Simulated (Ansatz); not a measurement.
Energy difference 2 R1 → P1, each structure at its B3LYP-D3(BJ)/def2-SVP stationary point, reached from a drawn start (curvature not checked).
R1, Cl3Ga (SMILES [Cl][Ga]([Cl])[Cl]) (charge 0, multiplicity 1):
```xyz
4

Ga     0.00005    -0.00001    -0.00057
Cl     2.13454    -0.00973    -0.00903
Cl    -1.05882     1.85338    -0.00143
Cl    -1.07566    -1.84364     0.01114
```
P1, Cl6Ga2 (SMILES [Cl][Ga-]1([Cl])[Cl+][Ga-]([Cl])([Cl])[Cl+]1) (charge 0, multiplicity 1):
```xyz
8

Ga     1.660    -0.001     0.001
Ga    -1.659     0.002    -0.001
Cl     0.001     1.671     0.005
Cl    -0.002    -1.671    -0.002
Cl     2.662    -0.006     1.889
Cl     2.661     0.002    -1.887
Cl    -2.665    -0.002     1.885
Cl    -2.658     0.006    -1.891
```

P less R. No zero-point or thermal terms; no spin–orbit coupling.

Cores are frozen in the correlated methods. In cc and def2 sets filled d and f shells under p-block atoms count as core.

Codes used: Ansatz (a program for electronic structure). Each number belongs to the level named beside it.

Give the reaction energy at the level CCSD(T)/def2-TZVPP.

-104 kJ/mol

Predict the reaction energy from PBE/def2-TZVPP.

-84 kJ/mol

What is the computed reaction energy (CCSD/def2-SVP)?

-111 kJ/mol
